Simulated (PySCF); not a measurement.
**Magnetisability: SMILES O=C(F)/C(=C/Cl)C(F)(F)F, C₄HClF₄O**

Cartesian coordinates in Å; atom numbers follow the order of the lines, from 1:
```xyz
11

O     1.240   -1.894    0.694
C     1.238   -0.731    0.510
F     2.361   -0.002    0.761
C     0.145    0.128    0.020
C     0.311    1.456   -0.120
Cl   -0.833    2.565   -0.652
C    -1.121   -0.651   -0.272
F    -1.592   -1.243    0.832
F    -2.115    0.098   -0.753
F    -0.902   -1.614   -1.174
H     1.273    1.890    0.128
```

Computed, not measured: GIAO HF/pcSseg-1 magnetisability, rotational g tensor and spin-rotation constants, non-relativistic, gas phase (PySCF 2.14.0). Geometry: GFN2-xTB.

Q: What are the magnetisability and the molar susceptibility?

A: Isotropic -1268 × 10⁻³⁰ J/T², or -76.3 × 10⁻⁶ cm³/mol; principal values -1417, -1239, -1147 × 10⁻³⁰ J/T², anisotropy 238 × 10⁻³⁰ J/T² (root of half the summed squared differences of the principal values). The susceptibility is in cgs units.

Q: Split it along the inertial axes a, b, c into diamagnetic and paramagnetic parts about the centre of mass, with the quadrupole moment.

A: 
```tsv
axis	χ (10⁻⁶ cm³/mol)	diamagnetic (10⁻⁶ cm³/mol)	paramagnetic (10⁻⁶ cm³/mol)	summed x² of all electrons (Å²)	quadrupole Θ (D Å)
a	-74.6	-863.0	788.4	236.8	-7.27
b	-69.0	-1147.2	1078.2	169.8	+2.92
c	-85.3	-1725.2	1639.9	33.6	+4.35
```
Anisotropies 2χaa − χbb − χcc = +5.1 and 2χbb − χaa − χcc = +21.9 × 10⁻⁶ cm³/mol. Θ is traceless in Buckingham's convention.

Q: And the rotational g tensor?

A: 
```tsv
axis	rotational constant (GHz)	g	nuclear part	electronic part
a	1.3791	-0.0220	0.4888	-0.5108
b	1.0117	-0.0216	0.4908	-0.5125
c	0.6498	-0.0092	0.4914	-0.5006
```
Asymmetric top; isotopes 12C, 35Cl, 19F, 1H, 16O; no vibrational averaging.
